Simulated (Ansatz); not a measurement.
Calculated with Ansatz (gas phase, PBE0-D4/def2-TZVP geometries, no zero-point term in ΔE). CCSD(T)/CBS is the MP2 limit (def2-TZVPP, def2-QZVPP) plus CCSD(T) − MP2 in def2-TZVPP, frozen cores. This one scheme is used for every species. DFT in def2-TZVPP. One conformer a species, not always the lowest.

Consider the cleavage of the Si–Si bond: `C[Si](O)([SiH3])S` + `[OH][AlH2]` → `[AlH2][O][SiH3]` + `C[SiH](O)S`.

```csv
level,ΔE (kJ/mol)
PBE,-87.2
SCS-MP2/def2-QZVPP,-125.2
```

(1) What does CCSD(T)/CBS give? (Best estimate.)

Largest T1 diagnostic among the species: 0.012.

Results:

(1) The calculation gave: -111.5 kJ/mol. The listed levels differ from it by 24.3, -13.7 kJ/mol.

The D4 term adds +7.5 kJ/mol with B3LYP and +4.4 kJ/mol with PBE0; it sums over pairs of atoms, weighted by their polarisabilities, and B3LYP, whose exchange is more repulsive, gets the larger term. From PBE to PBE0 (25 % exact exchange), in def2-TZVPP and without D4, ΔE moves by −10.8 kJ/mol. In def2-TZVPP, CCSD(T) changes the Hartree–Fock value by +35.8 kJ/mol (the triples alone add +5.6 kJ/mol) and MP2 by +30.3 kJ/mol.

B3LYP here is the variant with VWN-RPA as its local correlation; programs differ in this.
